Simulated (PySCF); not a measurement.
Bond stretch in SMILES [AsH3] (H3As). The As1–H4 bond (As1 also carries H, H; H4 carries nothing else) is varied alone, starting from the PBE0/def2-TZVP optimised geometry.

- RKS-LDA (SVWN5) = PySCF with restricted LDA (SVWN5)/cc-pVTZ
- UCCSD = CCSD on UHF/cc-pVTZ, 9 core orbitals frozen (PySCF)
- UCCSD(T) = CCSD(T) on UHF/cc-pVTZ, 9 core orbitals frozen in PySCF 2.14.0

Energies are in eV, each relative to the lowest point of its own curve near equilibrium.

```json
[
 {"R / Å": "1.14", "RKS-LDA (SVWN5)": "2.480", "UCCSD": "2.433", "UCCSD(T)": "2.438"},
 {"R / Å": "1.22", "RKS-LDA (SVWN5)": "1.345", "UCCSD": "1.290", "UCCSD(T)": "1.296"},
 {"R / Å": "1.29", "RKS-LDA (SVWN5)": "0.708", "UCCSD": "0.655", "UCCSD(T)": "0.659"},
 {"R / Å": "1.38", "RKS-LDA (SVWN5)": "0.234", "UCCSD": "0.194", "UCCSD(T)": "0.197"},
 {"R / Å": "1.45", "RKS-LDA (SVWN5)": "0.057", "UCCSD": "0.035", "UCCSD(T)": "0.037"},
 {"R / Å": "1.49", "RKS-LDA (SVWN5)": "0.012", "UCCSD": "0.002", "UCCSD(T)": "0.003"},
 {"R / Å": "1.52", "RKS-LDA (SVWN5)": "0.000", "UCCSD": "0.000", "UCCSD(T)": "0.000"},
 {"R / Å": "1.58", "RKS-LDA (SVWN5)": "0.021", "UCCSD": "0.042", "UCCSD(T)": "0.040"},
 {"R / Å": "1.61", "RKS-LDA (SVWN5)": "0.051", "UCCSD": "0.082", "UCCSD(T)": "0.079"},
 {"R / Å": "1.69", "RKS-LDA (SVWN5)": "0.177", "UCCSD": "0.236", "UCCSD(T)": "0.229"},
 {"R / Å": "1.77", "RKS-LDA (SVWN5)": "0.353", "UCCSD": "0.438", "UCCSD(T)": "0.427"},
 {"R / Å": "1.89", "RKS-LDA (SVWN5)": "0.673", "UCCSD": "0.790", "UCCSD(T)": "0.770"},
 {"R / Å": "2.06", "RKS-LDA (SVWN5)": "1.176", "UCCSD": "1.331", "UCCSD(T)": "1.291"},
 {"R / Å": "2.29", "RKS-LDA (SVWN5)": "1.852", "UCCSD": "2.053", "UCCSD(T)": "1.973"},
 {"R / Å": "2.49", "RKS-LDA (SVWN5)": "2.389", "UCCSD": "2.572", "UCCSD(T)": "2.483"},
 {"R / Å": "2.76", "RKS-LDA (SVWN5)": "3.007", "UCCSD": "3.036", "UCCSD(T)": "2.994"},
 {"R / Å": "3.04", "RKS-LDA (SVWN5)": "3.520", "UCCSD": "3.260", "UCCSD(T)": "3.268"},
 {"R / Å": "3.37", "RKS-LDA (SVWN5)": "3.976", "UCCSD": "3.356", "UCCSD(T)": "3.384"},
 {"R / Å": "3.77", "RKS-LDA (SVWN5)": "4.359", "UCCSD": "3.392", "UCCSD(T)": "3.424"},
 {"R / Å": "4.09", "RKS-LDA (SVWN5)": "4.566", "UCCSD": "3.402", "UCCSD(T)": "3.435"},
 {"R / Å": "4.54", "RKS-LDA (SVWN5)": "4.757", "UCCSD": "3.407", "UCCSD(T)": "3.441"},
 {"R / Å": "5.29", "RKS-LDA (SVWN5)": "4.916", "UCCSD": "3.409", "UCCSD(T)": "3.443"}
]
```

At the longest distance, 5.29 Å, RKS-LDA (SVWN5) lies highest above its minimum (4.916 eV) and UCCSD lowest (3.409 eV).

The restricted form behind RKS-LDA (SVWN5) keeps the bonding electrons paired and can't separate into open-shell fragments. The unrestricted determinant behind UCCSD, UCCSD(T) is spin-contaminated at 2.06 to 5.29 Å (<S²> up to 1.0, against 0.00 for a pure singlet).
